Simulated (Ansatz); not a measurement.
Geometry optimisation, RKS PBE0-D4/def2-SVP (Ansatz).

Input file:

```yaml
crystal:
  periodic: [false, false, false]
  atoms:
    - { symbol: Mg, position_ang: [0.2417, -0.85931, 0.90072] }
    - { symbol: Sb, position_ang: [-0.93053, 1.30026, 0.11467] }
    - { symbol: H, position_ang: [1.23102, -2.19545, 0.76168] }
    - { symbol: H, position_ang: [-0.32702, 1.79436, 1.68162] }
    - { symbol: H, position_ang: [-2.2203, 0.48674, 0.97833] }
basis:
  gaussian: { orbitals: def2-SVP }
hamiltonian:
  xc: pbe0
  dispersion: d4
relax:
  f_tol: 0.015
  max_steps: 40
output:
  orbitals: {}
```

Run as:

```bash
$ ansatz run input.yaml --threads 1 --pin off --max-ram 2048MiB --backend cpu --events-out ev --progress --plain --runs-dir out
```

Where does it end, and by what steps?

The forces met the threshold. After 6 steps the energy has fallen by 0.236 eV; Mg1 moved furthest, 0.32 Å.

```csv
step,energy less start (eV),largest force component (eV/Å),accepted
0,0.0000,0.796,yes
1,-0.1950,0.339,yes
2,-0.2054,0.372,yes
3,-0.2340,0.048,yes
4,-0.2361,0.022,yes
5,-0.2363,0.031,yes
6,-0.2364,0.005,yes
```

```xyz
5
Properties=species:S:1:pos:R:3
Mg 0.410 -0.944 0.641
Sb -1.012 1.372 0.188
H 1.295 -2.378 0.909
H -0.386 1.899 1.706
H -2.312 0.577 0.993
```

Whether the end is a true minimum wasn't checked by a vibrational analysis.

The run took 35 s on 1 thread of Intel(R) Xeon(R) Processor @ 2.50GHz (Skylake/Cascade Lake) (shared host), peak memory 0.13 GiB.
